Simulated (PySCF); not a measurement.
CBr3, SMILES [C](Br)(Br)Br, multiplicity 2.

Geometry: PBE-D3(BJ)/def2-SVP. The isomer is the one that the SMILES or the coordinates give; other isomers of the formula were not compared.

Calculation: SMD-B3LYP/6-31G* run with PySCF.

Solvation free energies are E(SMD) − E(gas) at the gas-phase geometry, for 1 M in both phases. Bromine has the revised SMD18 radius of 2.60 Å. In vacuum the dipole moment is 0.26 D.

Computed solvation free energies in water, toluene, ethylethanoate:
| solvent | ΔG(solv) (kcal/mol) | its non-electrostatic (CDS) part | dipole (D) |
|---|---|---|---|
| water | -0.7 | -0.2 | 0.30 |
| toluene | -5.1 | -4.9 | 0.28 |
| ethylethanoate | -4.5 | -4.1 | 0.29 |
